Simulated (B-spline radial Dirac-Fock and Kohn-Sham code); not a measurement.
Form factor and incoherent scattering function of Cs¹²⁺

System: cesium as Cs¹²⁺ in the configuration [Kr] 4d7.

Calculated with an atomic code on a B-spline grid, using Dirac-Fock densities. f₀ is the Fourier transform of the spherical electron density, S the Waller-Hartree incoherent function, and s = sin θ/λ.

| s (Å⁻¹) | f₀ | S |
| --- | --- | --- |
| 0 | 43.000 | 0.000 |
| 0.05 | 42.798 | 0.181 |
| 0.1 | 42.202 | 0.707 |
| 0.15 | 41.243 | 1.533 |
| 0.2 | 39.969 | 2.591 |
| 0.25 | 38.442 | 3.807 |
| 0.3 | 36.730 | 5.111 |
| 0.35 | 34.902 | 6.445 |
| 0.4 | 33.026 | 7.770 |
| 0.45 | 31.161 | 9.059 |
| 0.5 | 29.356 | 10.302 |
| 0.6 | 26.064 | 12.644 |
| 0.7 | 23.308 | 14.808 |
| 0.8 | 21.098 | 16.804 |
| 0.9 | 19.345 | 18.624 |
| 1 | 17.929 | 20.257 |
| 1.1 | 16.733 | 21.705 |
| 1.2 | 15.667 | 22.987 |
| 1.4 | 13.715 | 25.159 |
| 1.6 | 11.896 | 26.972 |
| 1.8 | 10.247 | 28.545 |
| 2 | 8.841 | 29.932 |
| 2.5 | 6.494 | 32.737 |
| 3 | 5.337 | 34.821 |
| 3.5 | 4.658 | 36.407 |
| 4 | 4.091 | 37.639 |
| 5 | 3.042 | 39.351 |
| 6 | 2.236 | 40.380 |

f₀ starts at the number of electrons, 43, and has fallen to half at s ≈ 0.78 Å⁻¹. The sum of ⟨r²⟩ over the electrons is 11.03 bohr².
